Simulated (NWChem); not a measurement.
Molecule: GeH$_{2}$O, singlet; SMILES [OH][GeH]

Results from NWChem. Low-valent species are run as closed-shell singlets; no triplet was tried in these runs. Coordinates come from a PBE-D3(BJ)/def2-SVP optimisation. LC-ωPBE (HJS hole) with def2-SVP; x = 1 − exp(−ω/0.25 bohr⁻¹) is a scale chosen for this fit.

```csv
row,x,−ε(HOMO) (eV)
ω = 0.05,0.181,6.54
ω = 0.20,0.551,withheld
ω = 0.25,0.632,8.73
ω = 0.35,0.753,9.32
ω = 0.60,0.909,10.00
```

### Question
Fit a straight line of the last column on the one before it, predict the withheld value, and compare with the run.

### Answer

1. Means of the 4 shown rows: x = 0.6187, y = 8.648. Slope Σ(x − x̄)(y − ȳ)/Σ(x − x̄)² = 1.406/0.2941 = 4.783; intercept 5.688.
2. The shown rows scatter about the line by 0.026 (root mean square); the largest residual is -0.04, at ω = 0.60.
3. At x = 0.551 (ω = 0.20; inside the shown range) the line gives 8.32.
4. The run gives 8.33, +0.01 from the line, 0.4 times the scatter.
